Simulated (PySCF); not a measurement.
**Lanthanum: a sound run and one with changed settings**

Sound run: La [Xe] 5d1 6s2, La⁺ [Xe] 5d2. Calculation: PySCF 2.14, in def2-SVP with the def2 core potential (46 electrons) (6s3p2d1f, 32 functions); scalar relativity through the core potential. The sound run starts from symmetry-adapted Hartree-Fock orbitals and uses a fine grid where one is needed.

Changed run: initial guess atom, at most 50 SCF cycles.

```csv
species,method,sound run (hartree),changed run (hartree),converged
La,UHF,n/a,-31.07111,no
La,PBE,-31.49121,-31.49121,yes
La,M06-L,-31.45328,-31.45328,yes
La⁺,UHF,-30.91504,-30.90833,yes
La⁺,PBE,-31.28188,-31.28308,yes
La⁺,M06-L,-31.26203,-31.26203,yes
```

Ionisation energy of La:

| method | sound run (eV) | changed run (eV) |
| --- | --- | --- |
| M06-L | 5.204 | 5.204 |

The plain start fixes occupations by D2h representation alone, and La⁺ at UHF, La⁺ at PBE landed in another state (other ⟨L²⟩ or ⟨S²⟩). 

For comparison, NIST gives 5.577 eV between the lowest levels.
